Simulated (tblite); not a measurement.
C6H7PS.
Cartesian coordinates in Å at the GFN2-xTB level; atoms count from 1:
```
atom  x, y, z in Å
C1     2.7906   -0.3870    0.5209
P2     1.1769   -0.5712    1.0264
C3     0.5258    0.0888   -0.5017
C4    -0.9231    0.2197   -0.7355
C5    -1.8197    0.5878    0.4164
C6    -1.8595   -0.7957   -0.1383
C7     1.4452    0.4632   -1.4268
S8     3.1023    0.2651   -1.0329
H9     3.6475   -0.6541    1.1134
H10   -1.1762    0.6197   -1.7108
H11   -2.6511    1.2493    0.2257
H12   -1.3494    0.7341    1.3787
H13   -1.4158   -1.5890    0.4468
H14   -2.7187   -1.1007   -0.7162
H15    1.2209    0.8779   -2.3936
```

Method: GFN2-xTB as coded in tblite; computed harmonic values from a numerical Hessian at the method's own geometry, unscaled. The method is semi-empirical: single wavenumbers can be off by several per cent or more. One conformer, not necessarily the lowest.

Harmonic wavenumbers (cm⁻¹): 53.7, 153.4, 160.7, 297.9, 335.4, 340.4, 476.1, 530.2, 532.0, 667.2, 689.5, 751.5, 799.1, 810.0, 861.8, 863.1, 943.1, 955.2, 969.5, 1028.0, 1068.3, 1070.0, 1091.0, 1124.8, 1150.9, 1162.8, 1225.2, 1256.2, 1354.8, 1425.0, 1473.4, 1510.7, 3033.3, 3069.7, 3071.8, 3087.7, 3102.9, 3114.0, 3117.5.

A = 3509, B = 1010, C = 835.6 MHz; mass 142.001 u (most abundant isotopes); point group Cs, symmetry number 1.

What is the zero-point energy?

½Σν̃ = 24364 cm⁻¹ = 69.66 kcal/mol.

What is S at 298.15 K and 1 bar for an ideal gas of classical rigid rotors and harmonic oscillators?

Translation 40.79, rotation 29.07, vibration 18.17: S = 88.0 cal/(mol K).

And Cp and H(298.15 K) − H(0)?

Cp = 31.13 cal/(mol K), of which vibrations give 23.18 (their classical limit is 39 R = 77.5); H(298.15 K) − H(0) = 5.44 kcal/mol without the zero-point energy, 3.07 from vibrations.

Which modes carry the vibrational entropy at 298.15 K?

53.7 cm⁻¹: 4.68; 153.4 cm⁻¹: 2.63; 160.7 cm⁻¹: 2.54; 297.9 cm⁻¹: 1.43; 335.4 cm⁻¹: 1.23; 340.4 cm⁻¹: 1.21 cal/(mol K); the other 33 give 4.45 together.

Blend soft modes into free rotors: weight 1/[1 + (100 cm⁻¹/ν̃)⁴] for the oscillator and the rest for a rotor with moment μB/(μ + B), μ = h/(8π²ν), B = 10⁻⁴⁴ kg m². What vibrational entropy results?

17.02 cal/(mol K) in place of 18.17, which changes −T·S at 298.15 K by +0.34 kcal/mol.

How do the functions run with temperature in this model?

```
 T (K)  S (cal/(mol K))  Cp (cal/(mol K))  H − H(0) (kcal/mol)  G − H(0) (kcal/mol)  ln q(vib)
    50             57.2              10.5                 0.45                -2.41       0.26
   100             65.6              14.0                 1.06                -5.50       0.87
373.15             95.8              37.9                 8.03               -27.70       5.31
   500            108.2              47.3                13.46               -40.65       7.69
   750            129.9              59.2                26.92               -70.50      12.46
  1000            148.0              66.4                42.69              -105.30      16.99
```

q(vib) and H(0) count from the zero-point level.

What must be added to the electronic energy to get the Gibbs energy at 298.15 K and 1 bar?

ZPE + [H(298.15 K) − H(0)] − T·S = 69.66 + 5.44 − 26.25 = 48.85 kcal/mol.

Hindered rotation and anharmonicity are outside this model. Other conformers, if any are populated, would add a mixing term that is left out.

Time: 0.49 s of wall time. Hardware: an Arm Neoverse V2 with one thread (shared host). The figure is for the frequency step alone.
